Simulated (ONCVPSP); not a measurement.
# potassium (K): one change to an ONCV potential, before and after

- Element: potassium (K)
- Generator: ONCVPSP 4.0.1
- Type: optimised norm-conserving Vanderbilt (ONCV)
- Functional: LDA (Perdew-Zunger)
- Relativity: scalar-relativistic
- Frozen core: [Ne]
- Valence charge: 9
- Reference configuration: 3s2 3p6 (charge +1)
- Partial waves: 3s: rc 1.60 bohr, ncon 4, nbas 7, qcut 9.2 1/bohr, 2 projectors, debl 1.7 Ha; 3p: rc 1.90 bohr, ncon 3, nbas 8, qcut 7.4 1/bohr, 2 projectors, debl 0.9 Ha; d scattering state at 0.1 Ha: rc 1.60 bohr, ncon 4, nbas 8, qcut 5.6 1/bohr, local
- Local potential: the d channel
- Core correction: Teter function, fcfact 1.75, rcfact 1.35

In the p channel the program set the typed energies aside and used -0.918, 0.250 Ha. In the d channel the program set the typed energies aside and used 0.050 Ha.

Change: s: qcut 6.1; p: qcut 4.9; d: qcut 3.7.

Cutoffs: the cutoffs (Ha) at which the residual kinetic energy of the hardest occupied pseudo-wave falls to 1 and 0.1 mHa per electron; they do not see the model core or the augmentation charge, which bear on the density cutoff. Errors are all-electron minus pseudo energies relative to the spin-unpolarised reference configuration.

Q: How do hardness, ghosts and transferability respond?

A: The potential gets softer (23 Ha and 28 Ha → 16 Ha and 22 Ha); a bound ghost appears in p, s, which as a rule spoils a file; of the 4 tests that both files solve, the error grows in 1 and shrinks in 0 by more than 15 % and 0.3 meV (median size 0.6 → 0.5 meV).

```csv
quantity,base,changed
"cutoff, loose",23 Ha,16 Ha
"cutoff, tight",28 Ha,22 Ha
loose cutoff by channel,"s 23 Ha, p 13 Ha","s 16 Ha, p 10 Ha"
bound ghosts,none,"s, p"
GHOST(+) flags under 300 eV,none,none
"error for 3s2 3p6 4s1, meV [ΔE -4.41 eV]",+0.7,+0.7
"error for 3s2 3p6 4s0.5, meV [ΔE -2.70 eV]",+0.4,+0.4
"error for 3s2 3p6 4p1, meV [ΔE -2.78 eV]",+0.1,+0.1
"error for 3s2 3p5 4s1, meV [ΔE 20.56 eV]",-1.7,+18
s: phases at 1.63 bohr within 0.05 rad from the reference energy up to (Ha; the scan ends near 5),1.7,1.8
p: phases at 1.93 bohr within 0.05 rad from the reference energy up to (Ha; the scan ends near 5),4.8,to the end of the scan
d: phases at 1.63 bohr within 0.05 rad from the reference energy up to (Ha; the scan ends near 5),1.5,1.2
"rms error of d²Exc/dni dnj with the model core, mHa",2.14,1.72
```

Changed file: The cutoffs count occupied waves only; projector 1 of the d channel, the hardest unoccupied one, needs 82 Ha at the loose tolerance. A true bound ghost makes a file unfit for plane-wave use even where its test errors are small: the radial tests pick states by their node count and pass the ghost by.
